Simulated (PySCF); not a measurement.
**Telling isomers of C6H6F2 apart by NMR**

PySCF 2.14 calculation with geometry from GFN2-xTB and shieldings: GIAO PBE0/pcSseg-1; one computed conformer, rapidly exchanging positions averaged, non-relativistic, no solvent.

References, each an isolated molecule treated in the same way: ¹H (σref 31.72), ¹³C (σref 186.93) vs TMS. Splittings of carbon signals by F and P are missing where no couplings were computed. Where no couplings were computed, multiplicities follow the n + 1 count of equivalent neighbours, and m marks all less simple cases (inequivalent or close neighbours, rings, F or P nearby). Shifts are as computed. Against solution values, carbons near 30 ppm lie about +3 ppm off and those near 130 ppm about +5 ppm. Of 1309 compounds with measured shifts, 239 miss one by over three times the rms of a fit or turn the order of signals round; such compounds aren't used in these exercises.

(1) Tabulate the signals of `FC1=C[C@@H]2[C@H](F)[C@@H]2C1`, `FCC=C=C=CCF`, `C[C@H]1C(F)=C/C1=C/F`, `C=C[C@@H]1C=C(F)[C@H]1F` and their relative energies.

(2) What is the quickest way to tell FCC=C=C=CCF from C[C@H]1C(F)=C/C1=C/F?

(3) What is the quickest way to tell C[C@H]1C(F)=C/C1=C/F from C=C[C@@H]1C=C(F)[C@H]1F?

(4) What is the quickest way to tell FC1=C[C@@H]2[C@H](F)[C@@H]2C1 from C[C@H]1C(F)=C/C1=C/F?

Results:

(1) 
```json
{"SMILES": "FC1=C[C@@H]2[C@H](F)[C@@H]2C1", "carbon types": "1×C 4×CH 1×CH2", "δC": "174.9, 104.7, 74.4, 33.0, 26.4, 19.1", "δH": "5.12 (m, 1H), 4.51 (m, 1H), 2.88 (m, 1H), 2.78 (m, 1H), 1.90 (m, 1H), 1.43 (m, 1H)", "E rel. (kcal/mol)": "0.0"}
{"SMILES": "FCC=C=C=CCF", "carbon types": "2×C 2×CH 2×CH2", "δC": "175.6, 118.2, 87.3", "δH": "6.33 (m, 2H), 5.41 (m, 4H)", "E rel. (kcal/mol)": "36.3"}
{"SMILES": "C[C@H]1C(F)=C/C1=C/F", "carbon types": "2×C 3×CH 1×CH3", "δC": "176.3, 147.0, 124.7, 110.9, 51.1, 18.5", "δH": "6.90 (m, 1H), 5.13 (m, 1H), 3.80 (m, 1H), 1.46 (d, 3H)", "E rel. (kcal/mol)": "15.8"}
{"SMILES": "C=C[C@@H]1C=C(F)[C@H]1F", "carbon types": "1×C 4×CH 1×CH2", "δC": "165.3, 146.5, 124.7, 121.5, 99.2, 49.6", "δH": "5.82 (m, 1H), 5.73 (m, 1H), 5.48 (m, 1H), 5.31 (m, 1H), 5.28 (m, 1H), 3.08 (m, 1H)", "E rel. (kcal/mol)": "20.3"}
```

Energies are electronic energies at PBE0/pcSseg-1 on these geometries, without zero-point or thermal terms, each for the one conformer computed, which needn't be the lowest.

(2) Count the carbon signals: 3 against 6. The first has an allylic sp3 CH2 bonded to F at 87.3 ppm, the second an allylic sp3 CH at 51.1 ppm. Their most deshielded carbons lie at 175.6 and 176.3 ppm. In the proton spectra the most deshielded non-exchanging signals are 6.33 (m, 2H) and 6.90 (m, 1H).

(3) Both give the same number of carbon signals, but DEPT or the intensities differ. The first has a methyl carbon (CH3) at 18.5 ppm, the second a terminal =CH2 carbon at 124.7 ppm. Their most deshielded carbons lie at 176.3 and 165.3 ppm. In the proton spectra the most deshielded non-exchanging signals are 6.90 (m, 1H) and 5.82 (m, 1H).

(4) Both give the same number of carbon signals, but DEPT or the intensities differ. The first has an allylic sp3 CH2 at 33.0 ppm, the second a methyl carbon (CH3) at 18.5 ppm. Their most deshielded carbons lie at 174.9 and 176.3 ppm. In the proton spectra the most deshielded non-exchanging signals are 5.12 (m, 1H) and 6.90 (m, 1H).
